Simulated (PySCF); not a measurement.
PySCF input (CCSD(T)/cc-pVDZ):

```python
from pyscf import gto, scf, mp, cc as ccmod

mol = gto.M(
    atom='''
    Si   -0.00156189   -0.00141780    0.14555614
    H    -1.27922820   -0.21348892   -0.69521090
    H     0.84127864   -0.99751856   -0.68009374
    H     0.45981600    1.23085671   -0.66248133
    ''',
    basis='cc-pvdz',
    charge=-1,
    spin=0,
    verbose=4,
)

mf = scf.RHF(mol)
mf.conv_tol = 1e-10
mf.max_cycle = 100
mf.kernel()
mp2 = mp.MP2(mf, frozen=5).run()
cc = ccmod.CCSD(mf, frozen=5)
cc.max_cycle = 100
cc.kernel()
et = cc.ccsd_t()
print(f'E(CCSD(T)) = {cc.e_tot + et:.9f}')
```

End of the output:

```
Extra cycle  E= -290.624285102178  delta_E= -1.25e-12  |g|= 7.58e-08  |ddm|= 1.22e-06
converged SCF energy = -290.624285102178

******** <class 'pyscf.mp.mp2.RMP2'> ********
nocc = 4, nmo = 28
frozen orbitals 5
E(RMP2) = -290.74436860214  E_corr = -0.120083499961571
E(SCS-RMP2) = -290.753966648343  E_corr = -0.129681546164572
E_corr(same-spin) = -0.016636908218438
E_corr(oppo-spin) = -0.103446591743133

******** <class 'pyscf.cc.ccsd.CCSD'> ********
CC2 = 0
CCSD nocc = 4, nmo = 28
frozen orbitals 5
max_cycle = 100
direct = 0
conv_tol = 1e-07
conv_tol_normt = 1e-05
diis_space = 6
diis_start_cycle = 0
diis_start_energy_diff = 1e+09
Init t2, MP2 energy = -290.744368602348  E_corr(MP2) -0.120083500170183
Init E_corr(CCSD) = -0.120083500170187
cycle = 1  E_corr(CCSD) = -0.142024038360127  dE = -0.0219405382  norm(t1,t2) = 0.0459095
cycle = 2  E_corr(CCSD) = -0.147530161628406  dE = -0.00550612327  norm(t1,t2) = 0.0163299
cycle = 3  E_corr(CCSD) = -0.150210348266821  dE = -0.00268018664  norm(t1,t2) = 0.00703096
cycle = 4  E_corr(CCSD) = -0.150143083350266  dE = 6.72649166e-05  norm(t1,t2) = 0.00136365
cycle = 5  E_corr(CCSD) = -0.150112374125404  dE = 3.07092249e-05  norm(t1,t2) = 0.000381017
cycle = 6  E_corr(CCSD) = -0.150122656811132  dE = -1.02826857e-05  norm(t1,t2) = 0.00012051
cycle = 7  E_corr(CCSD) = -0.150122600944257  dE = 5.58668748e-08  norm(t1,t2) = 3.31988e-05
cycle = 8  E_corr(CCSD) = -0.150122783116547  dE = -1.82172289e-07  norm(t1,t2) = 7.37521e-06
cycle = 9  E_corr(CCSD) = -0.150122742910464  dE = 4.02060825e-08  norm(t1,t2) = 2.24767e-06
CCSD converged
E(CCSD) = -290.7744078450885  E_corr = -0.150122742910464
CCSD(T) correction = -0.00317524949644093
E(CCSD(T)) = -290.777583095
```
